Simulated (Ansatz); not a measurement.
Cartesian coordinates in Å:
```
C -1.2411 -0.0290 1.9346
C -0.3087 0.6017 1.2259
Si -0.3435 0.7104 -0.6285
Si 1.3491 -0.6318 -1.5352
Cl 1.0138 -2.5851 -0.9508
H -2.1008 -0.4962 1.4629
H -1.1879 -0.1072 3.0168
H 0.5317 1.0457 1.7573
H -0.1185 2.1092 -1.0926
H -1.6575 0.2281 -1.1332
H 2.6939 -0.2422 -1.0364
H 1.3696 -0.6037 -3.0206
```

Total charge 0; spin multiplicity 1.

Q: List the r2SCAN/def2-TZVPP orbital energies in eV (Ansatz 0.2.0). (An estimate is asked.)

A: Ansatz gave: Occupied: -2753.24, -1791.84, -1791.00, -273.51, -273.28, -254.63, -193.17, -193.03, -193.03, -142.23, -141.49, -97.15, -97.05, -97.05, -96.35, -96.35, -96.33, -21.37, -20.20, -15.45, -14.10, -12.92, -11.71, -10.47, -9.96, -9.62, -9.08, -8.73, -8.20, -7.84, -7.63, -6.80. Lowest empty: -1.57, -0.95, -0.38, 0.53, 0.91, 1.03, 1.50, 2.00.
